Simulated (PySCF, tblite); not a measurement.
One entry of a table of gas-phase calculations, keyed by method. Lists by class give the value and the number of equivalent atoms.

```json
{
 "formula": "C5H5F3S",
 "smiles": "C#C[C@@H](F)C(F)(F)CS",
 "inchi": "InChI=1S/C5H5F3S/c1-2-4(6)5(7,8)3-9/h1,4,9H,3H2/t4-/m1/s1",
 "charge": 0,
 "multiplicity": 1,
 "geometry_level": "GFN2-xTB",
 "atoms_angstrom": [
  ["C", 2.666, 0.015, -0.703],
  ["C", 1.489, 0.075, -0.91],
  ["C", 0.065, 0.098, -1.19],
  ["F", -0.201, -0.488, -2.404],
  ["C", -0.717, -0.646, -0.084],
  ["F", -2.045, -0.64, -0.387],
  ["F", -0.363, -1.958, -0.055],
  ["C", -0.505, -0.056, 1.308],
  ["S", -0.971, 1.702, 1.398],
  ["H", 3.698, -0.012, -0.517],
  ["H", -0.307, 1.131, -1.247],
  ["H", -1.094, -0.625, 2.029],
  ["H", 0.552, -0.115, 1.565],
  ["H", -2.267, 1.518, 1.149]
 ],
 "electronic_structure_code": "PySCF",
 "results": {
  "GFN2-xTB geometry": {
   "point_group": "C1",
   "rotational_constants_GHz": [1.649, 1.121, 0.89]
  },
  "B3LYP/def2-SVPD ground state and vertical TDDFT (core frozen in the response)": {
   "dipole_D": 2.66,
   "homo_eV": -7.32,
   "lumo_eV": -0.65,
   "S1_eV": 5.73,
   "strongest_line_of_8_singlets_eV": 6.21,
   "T1_tda_eV": 5.28,
   "polarisability_au": 80.0,
   "r2_bohr2_about_centre_of_nuclear_charge": 1355.8,
   "singlets_eV_and_f": [
    [5.73, 0.003],
    [5.85, 0.001],
    [6.21, 0.027],
    [6.26, 0.002],
    [6.57, 0.016],
    [6.77, 0.009],
    [7.06, 0.0],
    [7.18, 0.017]
   ],
   "triplets_tda_eV": [5.28, 5.34, 5.6]
  },
  "PBE0/pcSseg-1 ground state and GIAO shieldings, non-relativistic": {
   "shift_vs_computed_TMS_C_by_class_ppm": [
    [128.4, 1],
    [88.8, 1],
    [84.1, 1],
    [81.0, 1],
    [35.3, 1]
   ],
   "shift_vs_computed_TMS_H_by_class_ppm": [
    [6.38, 1],
    [3.29, 1],
    [3.09, 1],
    [2.29, 1],
    [2.03, 1]
   ],
   "shielding_other_nuclei_by_class_ppm": [
    ["F", 301.9, 1],
    ["F", 312.3, 1],
    ["F", 409.5, 1],
    ["S", 625.5, 1]
   ],
   "charges_hirshfeld_e_by_atom": [-0.07, -0.05, 0.05, -0.1, 0.17, -0.1, -0.09, -0.09, -0.03, 0.1, 0.05, 0.05, 0.05, 0.06]
  },
  "GFN2-xTB harmonic vibrations, gas phase": {
   "strongest_ir_bands_cm-1_km_per_mol_modes": [
    [248.5, 47.4, 1],
    [1013.9, 103.5, 1],
    [1060.4, 82.3, 1],
    [1074.4, 102.0, 1],
    [1123.5, 52.1, 1],
    [2435.9, 80.6, 1]
   ],
   "zpe_kcal_per_mol": 53.2
  }
 }
}
```

The rotational constants make it an asymmetric top with κ = (2B − A − C)/(A − C) = -0.39, nearer the prolate limit (−1). S1 lies 0.94 eV below the HOMO–LUMO gap; its leading configuration is HOMO→LUMO+1, weight 0.93. The 8 singlets span 5.73 to 7.18 eV, and their oscillator strengths add up to 0.08. With B = h/(8π²I), that is 505.379 GHz u Å² over I, the principal moments of inertia are 306.5, 450.8 and 568.1 u Å² (most abundant isotopes).

For the vibration job (GFN2-xTB), on Arm Neoverse N1, one thread, shared host with 64 logical CPUs at a one-minute load of 56, this took 0.72 s.

Shape of the structure used: `[CH:1]#[C:2][C@@H:3]([F:4])[C:5]([F:6])([F:7])[CH2:8][SH:9]`: C2–C3–C5–F6 -178°, C3–C5–C8–S9 58°, H–S9–C8–C5 64°.

One conformer stands for the species.
